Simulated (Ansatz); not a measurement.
Reactions of C3H10OSi (`CCCO[SiH3]`).

Computed with Ansatz on PBE0-D4/def2-TZVP structures; ΔE is electronic, products minus reactants. CBS: MP2 limit from def2 TZ/QZ plus the TZ coupled-cluster correction, frozen cores. This one scheme is used for every species. DFT in def2-TZVPP. Elements past krypton have def2 core potentials. For Ga, Te outer-core shells are correlated without core-valence functions, which leaves a few kJ/mol of doubt a bond. Scalar relativity is left out up to krypton. One conformer a species, not always the lowest.

| reaction | PBE0-D4 (kJ/mol) | CCSD(T)/CBS(def2) (kJ/mol) |
| --- | --- | --- |
| `CCCO[SiH3]` → `C[SiH](C)CO` | 25 | 35 |
| `CCCO[SiH3]` → `CCO[SiH2]C` | -50 | -48 |
| `CCCO[SiH3]` → trimethylsilanol | -187 | -187 |
| `CCCO[SiH3]` → `CCC[SiH2]O` | -76 | -77 |
| `CCCO[SiH3]` + H₂Te → `[SiH3]OC[TeH]` + ethane | 6 | 4 |
| `CCCO[SiH3]` + `BN(C)[SiH2]F` → `BN([SiH3])[SiH2]F` + `CCCOC` | 51 | 53 |
| `CCCO[SiH3]` + H₂ → `CCO[SiH3]` + CH₄ | -70 | -68 |
| `CCCO[SiH3]` → `CC(C)O[SiH3]` | -14 | -15 |
| `CCCO[SiH3]` + `[NH2][GaH][SiH3]` → `[SiH3][NH][GaH][SiH3]` + `CCCO` | 30 | 34 |

Largest T1 diagnostic: 0.015, for `[NH2][GaH][SiH3]`.
